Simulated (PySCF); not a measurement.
## Correlation energy of Cr (chromium, neutral)

[Ar] 3d5 4p1, high-spin 7P determinant (an excited configuration). All numbers are calculated (PySCF 2.14, scalar relativity by spin-free X2C-1e, in x2c-QZVPPall (11s7p5d3f2g, 96 functions)). Frozen: [Ar]; 6 electrons correlated.

| level | correlation energy (mhartree) |
| --- | --- |
| CCSD | -99.30 |
| (T) | -3.62 |
| CCSD(T) | -102.92 |

Diagnostics: T1 = 0.11, D1 = 0.3658, largest double amplitude 0.079.

Is a single reference adequate?

Not fully. T1 exceeds 0.03, a sign that the reference determinant is poor.

The basis was made for the ground configuration and has no added diffuse functions, which can raise the energy of the promoted electron.
